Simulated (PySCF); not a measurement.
Can point charges reproduce the dipole moment of `[C@@H]1([C@@H](F)[C@H](CC)C1)C#N`?

Coordinates (GFN2-xTB, Å) and charges (e) from the PBE0/pcSseg-1 density (PySCF):

```json
{"atom": "C1", "x": "2.527", "y": "-0.205", "z": "-0.343", "Mulliken": "-0.2660", "IAO": "-0.4191", "Hirshfeld": "-0.1154", "ESP-fitted": "-0.3255"}
{"atom": "C2", "x": "1.411", "y": "-0.421", "z": "0.674", "Mulliken": "-0.1929", "IAO": "-0.2512", "Hirshfeld": "-0.0659", "ESP-fitted": "+0.0350"}
{"atom": "C3", "x": "0.138", "y": "0.297", "z": "0.255", "Mulliken": "-0.3553", "IAO": "-0.1279", "Hirshfeld": "-0.0295", "ESP-fitted": "+0.0683"}
{"atom": "C4", "x": "-1.121", "y": "0.100", "z": "1.122", "Mulliken": "-0.0407", "IAO": "-0.2601", "Hirshfeld": "-0.0595", "ESP-fitted": "-0.3423"}
{"atom": "C5", "x": "-1.958", "y": "-0.121", "z": "-0.162", "Mulliken": "-0.3872", "IAO": "-0.1780", "Hirshfeld": "-0.0139", "ESP-fitted": "-0.0011"}
{"atom": "C6", "x": "-2.714", "y": "1.043", "z": "-0.534", "Mulliken": "+0.1693", "IAO": "+0.1415", "Hirshfeld": "+0.0782", "ESP-fitted": "+0.3329"}
{"atom": "N7", "x": "-3.313", "y": "1.978", "z": "-0.808", "Mulliken": "-0.2426", "IAO": "-0.2435", "Hirshfeld": "-0.2269", "ESP-fitted": "-0.4541"}
{"atom": "C8", "x": "-0.632", "y": "-0.280", "z": "-0.942", "Mulliken": "+0.3491", "IAO": "+0.1870", "Hirshfeld": "+0.0737", "ESP-fitted": "+0.0960"}
{"atom": "F9", "x": "-0.531", "y": "0.414", "z": "-2.116", "Mulliken": "-0.3098", "IAO": "-0.3070", "Hirshfeld": "-0.1058", "ESP-fitted": "-0.2292"}
{"atom": "H10", "x": "2.787", "y": "0.849", "z": "-0.405", "Mulliken": "+0.1162", "IAO": "+0.1423", "Hirshfeld": "+0.0434", "ESP-fitted": "+0.0862"}
{"atom": "H11", "x": "2.213", "y": "-0.536", "z": "-1.330", "Mulliken": "+0.1199", "IAO": "+0.1406", "Hirshfeld": "+0.0398", "ESP-fitted": "+0.0850"}
{"atom": "H12", "x": "3.415", "y": "-0.763", "z": "-0.058", "Mulliken": "+0.1198", "IAO": "+0.1449", "Hirshfeld": "+0.0437", "ESP-fitted": "+0.0945"}
{"atom": "H13", "x": "1.723", "y": "-0.044", "z": "1.651", "Mulliken": "+0.1280", "IAO": "+0.1384", "Hirshfeld": "+0.0420", "ESP-fitted": "+0.0214"}
{"atom": "H14", "x": "1.208", "y": "-1.490", "z": "0.778", "Mulliken": "+0.1067", "IAO": "+0.1252", "Hirshfeld": "+0.0360", "ESP-fitted": "+0.0189"}
{"atom": "H15", "x": "0.341", "y": "1.356", "z": "0.083", "Mulliken": "+0.1419", "IAO": "+0.1507", "Hirshfeld": "+0.0477", "ESP-fitted": "+0.0877"}
{"atom": "H16", "x": "-1.421", "y": "0.945", "z": "1.737", "Mulliken": "+0.1503", "IAO": "+0.1572", "Hirshfeld": "+0.0507", "ESP-fitted": "+0.1318"}
{"atom": "H17", "x": "-1.071", "y": "-0.797", "z": "1.736", "Mulliken": "+0.1251", "IAO": "+0.1453", "Hirshfeld": "+0.0487", "ESP-fitted": "+0.1100"}
{"atom": "H18", "x": "-2.618", "y": "-0.991", "z": "-0.173", "Mulliken": "+0.1699", "IAO": "+0.1751", "Hirshfeld": "+0.0638", "ESP-fitted": "+0.0848"}
{"atom": "H19", "x": "-0.395", "y": "-1.323", "z": "-1.172", "Mulliken": "+0.0985", "IAO": "+0.1387", "Hirshfeld": "+0.0491", "ESP-fitted": "+0.0997"}
```

Problem. What dipole does each set of charges give (1 e·Å = 4.803 D), and what does the density give?

Solution. The full density gives (2.69, -3.67, 2.61) D, 5.25 D in size; dipole vectors point from the negative to the positive end.

| scheme | μx | μy | μz | size (D) | share of the full size (%) | angle to the full dipole (°) |
| --- | --- | --- | --- | --- | --- | --- |
| Mulliken | 3.19 | -3.56 | 3.58 | 5.97 | 114 | 8 |
| IAO | 2.06 | -3.56 | 3.32 | 5.29 | 101 | 10 |
| Hirshfeld | 2.09 | -2.50 | 1.69 | 3.67 | 70 | 4 |
| ESP-fitted | 2.68 | -3.69 | 2.61 | 5.26 | 100 | 0 |

Problem. Which set comes closest?

Solution. Length of the difference vector: ESP-fitted 0.02 D, IAO 0.96 D, Mulliken 1.10 D, Hirshfeld 1.61 D. Closest: ESP-fitted. ESP charges are fitted to the potential around the molecule, whose slowest-falling term is the dipole's. 

Problem. What is left for the Hirshfeld atoms' own dipoles?

Solution. The shares of the density sum to the whole, so what Σ q r misses lies in dipoles about the nuclei. The atomic dipoles sum to (2.69, -3.67, 2.61) − (2.09, -2.50, 1.69) = (0.60, -1.17, 0.92) D, 1.61 D in size.

Problem. With the origin at the mean of the coordinates, (-0.001, 0.000, 0.000) Å, which are the largest single terms, by size, of the Mulliken dipole along the direction of the full one?

Solution. N7 +4.06, F9 +2.40, C6 -1.94, C5 +1.86, C1 -1.62 D; all 19 atoms together +5.91 D. The single terms depend on the origin, their sum doesn't.

Problem. Give the size of the full dipole in other units.

Solution. 5.25 D = 2.065 au = 1.093 e·Å = 17.51 × 10⁻³⁰ C·m.

Geometry: GFN2-xTB, one conformer, isolated molecule.

Shape of the structure used: `[CH3:1][CH2:2][C@@H:3]1[CH2:4][C@@H:5]([C:6]#[N:7])[C@H:8]1[F:9]`: C1–C2–C3–C4 176°.
